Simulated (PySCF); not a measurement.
**Correlation energy of As²⁺ (arsenic, charge +2)**

[Ar] 3d10 4s2 4p1, 2P determinant. Computed with PySCF 2.14 in x2c-SVPall, with the spin-free X2C one-electron Hamiltonian (Gaussian nucleus). Frozen: [Ar] 3d10; 3 electrons correlated.

MP2 pair energies summed by pair of shells (mhartree):

```json
{"pair": "4s-4s", "energy": "-19.98", "share (%)": "58.4"}
{"pair": "4s-4p", "energy": "-14.21", "share (%)": "41.6"}
```

Total MP2 correlation energy: -34.19 mhartree.

Same-spin part -2.14 and opposite-spin part -32.05 mhartree; SCS-MP2 scales them by 1/3 and 6/5 to -39.18 mhartree.

```tsv
level	correlation energy (mhartree)
CCSD	-49.63
(T)	-0.45
CCSD(T)	-50.08
```

Diagnostics: T1 = 0.0080, D1 = 0.0192, largest double amplitude 0.097.

Cost of the coupled-cluster step: 0.16 s of wall time on 1 thread of Neoverse-N1 (shared host), for 3 correlated electrons.
